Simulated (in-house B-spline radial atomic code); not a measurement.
Ionisation energies with and without relativity, with size and susceptibility from the Dirac run. Dirac energy differences include first-order Breit, QED and recoil terms. NIST's values go from ground level to ground level; the uncertainty of those that are theory runs from under 0.1 % in few-electron ions to several per cent in heavy many-electron ones. Computed with an all-electron radial atomic-structure program (B-spline basis): non-relativistic Hartree-Fock and Dirac-Hartree-Fock, averages of the configuration (point nuclei without relativity, finite nuclei with it).

```tsv
ion	configuration	configuration after	ionisation non-relativistic (eV)	ionisation Dirac Breit and QED (eV)	tabulated value (eV)	tabulated kind	radius at density 0.001 (bohr)	diamagnetic susceptibility (10⁻⁶ cm³/mol)
Ca2+	[Ne] 3s2 3p6	[Ne] 3s2 3p5	49.91	49.91	50.91316	measured	2.976	-12.174
Zn2+	[Ar] 3d10	[Ar] 3d9	37.48	37.15	39.7233	measured	2.785	-11.669
Kr2+	[Ar] 3d10 4s2 4p4	[Ar] 3d10 4s2 4p3	36.01	36.07	35.838	measured	3.488	-20.493
Nb2+	[Kr] 4d3	[Kr] 4d2	23.77	23.41	25.04	semi-empirical	3.622	-24.513
Ru2+	[Kr] 4d6	[Kr] 4d5	29.34	28.90	28.47	semi-empirical	3.448	-24.399
Ag2+	[Kr] 4d9	[Kr] 4d8	34.85	34.30	34.8	semi-empirical	3.248	-23.452
Ba2+	[Kr] 4d10 5s2 5p6	[Kr] 4d10 5s2 5p5	35.35	35.58	35.8438	measured	3.751	-35.088
Pb2+	[Xe] 4f14 5d10 6s2	[Xe] 4f14 5d10 6s1	26.10	29.78	31.9373	measured	3.728	-36.468
```
